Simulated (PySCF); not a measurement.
Can point charges reproduce the dipole moment of `FC(F)(C1=CCP(C)C1)F`?

Coordinates (GFN2-xTB, Å) and charges (e) from the PBE0/pcSseg-1 density (PySCF):

```
atom       x       y       z  Mulliken      IAO  Hirshfeld  ESP-fitted
  C1   2.161   0.249  -0.857   -0.4727  -0.6124    -0.1686     -0.2612
  P2   1.481   0.902   0.737   +0.3102  +0.4909    +0.1577     -0.3002
  C3   0.888  -0.741   1.426   -0.3788  -0.4486    -0.1126     +0.1065
  C4  -0.411  -1.041   0.760   +0.0101  -0.1248    -0.0337     -0.1552
  C5  -0.969  -0.034   0.104   -0.4735  -0.0688    -0.0396     -0.0553
  C6  -2.269  -0.115  -0.629   +0.9319  +0.8018    +0.2557     +0.3901
  F7  -3.170   0.777  -0.176   -0.2748  -0.2856    -0.1009     -0.1831
  F8  -2.123   0.144  -1.944   -0.2774  -0.2882    -0.1024     -0.1705
  F9  -2.851  -1.320  -0.545   -0.2701  -0.2821    -0.0900     -0.1441
 C10  -0.246   1.279   0.112   -0.3121  -0.4517    -0.1222     +0.1811
 H11   3.095  -0.271  -0.653   +0.1471  +0.1554    +0.0438     +0.1299
 H12   2.374   1.087  -1.519   +0.1496  +0.1574    +0.0449     +0.1308
 H13   1.461  -0.430  -1.342   +0.1484  +0.1458    +0.0347     +0.0509
 H14   1.632  -1.523   1.258   +0.1553  +0.1555    +0.0489     +0.0682
 H15   0.744  -0.657   2.507   +0.1742  +0.1643    +0.0461     +0.0403
 H16  -0.850  -2.023   0.838   +0.0947  +0.1673    +0.0525     +0.1037
 H17  -0.211   1.741  -0.877   +0.1606  +0.1587    +0.0439     +0.0472
 H18  -0.745   1.981   0.787   +0.1771  +0.1649    +0.0418     +0.0205
```

Problem. Compute μ = Σ q r for each scheme (1 e·Å = 4.803 D) and compare with the dipole of the full density.

Solution. The full density gives (1.96, -0.85, 0.70) D, 2.24 D in size; dipole vectors point from the negative to the positive end.

| scheme | μx | μy | μz | size (D) | share of the full size (%) | angle to the full dipole (°) |
| --- | --- | --- | --- | --- | --- | --- |
| Mulliken | 4.38 | 0.92 | 1.70 | 4.79 | 214 | 33 |
| IAO | 4.24 | 0.87 | 2.67 | 5.08 | 227 | 34 |
| Hirshfeld | 1.86 | 0.15 | 1.12 | 2.18 | 97 | 28 |
| ESP-fitted | 2.12 | -0.83 | 0.70 | 2.38 | 106 | 2 |

Problem. Which set comes closest?

Solution. Length of the difference vector: ESP-fitted 0.16 D, Hirshfeld 1.08 D, Mulliken 3.17 D, IAO 3.47 D. Closest: ESP-fitted. ESP charges are fitted to the potential around the molecule, whose slowest-falling term is the dipole's. The schemes that divide the density aren't constrained to reproduce the dipole.

Problem. What is left for the Hirshfeld atoms' own dipoles?

Solution. The Hirshfeld atoms' densities add up to the full density, so μ = Σ q r + Σ (atomic dipoles). The atomic dipoles sum to (1.96, -0.85, 0.70) − (1.86, 0.15, 1.12) = (0.10, -1.00, -0.42) D, 1.08 D in size.

Problem. With the origin at the mean of the coordinates, (0.000, 0.000, -0.001) Å, which are the largest single terms, by size, of the IAO dipole along the direction of the full one?

Solution. C6 -8.20, C1 -4.48, F7 +4.27, F8 +3.48, C3 -3.23 D; all 18 atoms together +4.20 D. The single terms depend on the origin, their sum doesn't.

Problem. Give the size of the full dipole in other units.

Solution. 2.24 D = 0.882 au = 0.467 e·Å = 7.48 × 10⁻³⁰ C·m.

One conformer (not necessarily the lowest) at the GFN2-xTB geometry, without solvent, vibrations or thermal averaging.

These values come from a run that also computed NMR shieldings. Cost: about 2 min of CPU time on one thread; the machine was shared, so the figure is rough.
